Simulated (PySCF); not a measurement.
Magnetisability: `[BH3-][N+](C)(C)CCN`, C₄H₁₅BN₂

Molfile (atoms numbered from 1):
```
C4H15BN2
     RDKit          3D

 22 21  0  0  0  0  0  0  0  0999 V2000
   -1.9402   -1.0102    0.5170 B   0  0  0  0  0  0  0  0  0  0  0  0
   -0.6810   -0.0698    0.0089 N   0  0  0  0  0  0  0  0  0  0  0  0
   -0.8980    0.2757   -1.3922 C   0  0  0  0  0  0  0  0  0  0  0  0
   -0.6518    1.1530    0.8089 C   0  0  0  0  0  0  0  0  0  0  0  0
    0.5479   -0.8517    0.1869 C   0  0  0  0  0  0  0  0  0  0  0  0
    1.8459   -0.2841   -0.3986 C   0  0  0  0  0  0  0  0  0  0  0  0
    2.2756    0.9314    0.2788 N   0  0  0  0  0  0  0  0  0  0  0  0
   -1.9666   -1.9592   -0.2067 H   0  0  0  0  0  0  0  0  0  0  0  0
   -2.9201   -0.3390    0.4188 H   0  0  0  0  0  0  0  0  0  0  0  0
   -1.7060   -1.3122    1.6470 H   0  0  0  0  0  0  0  0  0  0  0  0
   -0.1870    1.0315   -1.7336 H   0  0  0  0  0  0  0  0  0  0  0  0
   -1.9083    0.6636   -1.5013 H   0  0  0  0  0  0  0  0  0  0  0  0
   -0.8116   -0.6194   -2.0045 H   0  0  0  0  0  0  0  0  0  0  0  0
   -1.5813    1.6967    0.6559 H   0  0  0  0  0  0  0  0  0  0  0  0
   -0.5869    0.8876    1.8614 H   0  0  0  0  0  0  0  0  0  0  0  0
    0.1993    1.7780    0.5344 H   0  0  0  0  0  0  0  0  0  0  0  0
    0.6780   -1.0070    1.2599 H   0  0  0  0  0  0  0  0  0  0  0  0
    0.3697   -1.8290   -0.2664 H   0  0  0  0  0  0  0  0  0  0  0  0
    2.5950   -1.0923   -0.3378 H   0  0  0  0  0  0  0  0  0  0  0  0
    1.7195   -0.0441   -1.4569 H   0  0  0  0  0  0  0  0  0  0  0  0
    3.1312    1.2817   -0.1381 H   0  0  0  0  0  0  0  0  0  0  0  0
    2.4662    0.7382    1.2572 H   0  0  0  0  0  0  0  0  0  0  0  0
  1  2  1  0
  2  3  1  0
  2  4  1  0
  2  5  1  0
  5  6  1  0
  6  7  1  0
  1  8  1  0
  1  9  1  0
  1 10  1  0
  3 11  1  0
  3 12  1  0
  3 13  1  0
  4 14  1  0
  4 15  1  0
  4 16  1  0
  5 17  1  0
  5 18  1  0
  6 19  1  0
  6 20  1  0
  7 21  1  0
  7 22  1  0
M  CHG  2   1  -1   2   1
M  END
```

Theory: PySCF 2.14.0, GIAO HF/pcSseg-1 magnetisability, rotational g tensor and spin-rotation constants, non-relativistic, gas phase. Geometry: GFN2-xTB.

Problem. What are the magnetisability and the molar susceptibility?

Solution. Isotropic -1359 × 10⁻³⁰ J/T², or -81.8 × 10⁻⁶ cm³/mol; principal values -1444, -1347, -1286 × 10⁻³⁰ J/T², anisotropy 138 × 10⁻³⁰ J/T² (root of half the summed squared differences of the principal values). The susceptibility is in cgs units.

Problem. Split it along the inertial axes a, b, c into diamagnetic and paramagnetic parts about the centre of mass, with the quadrupole moment.

Solution. 
```tsv
axis	χ (10⁻⁶ cm³/mol)	diamagnetic (10⁻⁶ cm³/mol)	paramagnetic (10⁻⁶ cm³/mol)	summed x² of all electrons (Å²)	quadrupole Θ (D Å)
a	-83.2	-440.8	357.6	151.2	-8.44
b	-84.5	-847.9	763.4	55.3	+3.84
c	-77.9	-876.0	798.1	48.6	+4.60
```
Anisotropies 2χaa − χbb − χcc = -4.0 and 2χbb − χaa − χcc = -7.9 × 10⁻⁶ cm³/mol. Θ is traceless in Buckingham's convention.

Problem. And the rotational g tensor?

Solution. 
```tsv
axis	rotational constant (GHz)	g	nuclear part	electronic part
a	4.0391	-0.0051	0.6734	-0.6785
b	1.7366	-0.0070	0.6158	-0.6228
c	1.6705	-0.0123	0.6141	-0.6264
```
Asymmetric top; isotopes 11B, 12C, 1H, 14N; no vibrational averaging.
